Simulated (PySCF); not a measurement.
BH3OSe2. Atoms are numbered in the order given.

```xyz
7

B      0.6804     0.0016     0.0000
O      2.0302     0.0847     0.0000
H      2.4983    -0.7586     0.0000
Se    -0.3564    -1.6771     0.0000
H      0.8155    -2.5796     0.0000
Se    -0.2711     1.7219     0.0000
H     -1.6221     1.1307     0.0000
```
Charge 0, spin multiplicity 1.

Coordinates come from a B3LYP-D3(BJ)/def2-SVP optimisation. Other conformers were not sampled.

The numbers are results of B3LYP/pcSseg-1 in PySCF, not measurements.

GIAO shieldings, no solvent; atoms listed in one row are averaged. δ = σ(ref) − σ: ¹¹B against BF3 (σ = 86.3 ppm); ¹⁷O against H2O (σ = 333.8 ppm); ¹H against TMS (σ = 31.68 ppm); ⁷⁷Se against Me2Se (σ = 1647.9 ppm), references at their B3LYP-D3(BJ)/def2-TZVP geometries, non-relativistic.

```json
[
 {"nucleus": "¹¹B", "atoms": "B1", "count": "1", "δ (ppm)": "44.9"},
 {"nucleus": "¹⁷O", "atoms": "O2", "count": "1", "δ (ppm)": "185.2"},
 {"nucleus": "¹H", "atoms": "H3", "count": "1", "δ (ppm)": "5.15"},
 {"nucleus": "¹H", "atoms": "H5, H7", "count": "2", "δ (ppm)": "1.78"},
 {"nucleus": "⁷⁷Se", "atoms": "Se4", "count": "1", "δ (ppm)": "-143.8"},
 {"nucleus": "⁷⁷Se", "atoms": "Se6", "count": "1", "δ (ppm)": "-159.6"}
]
```
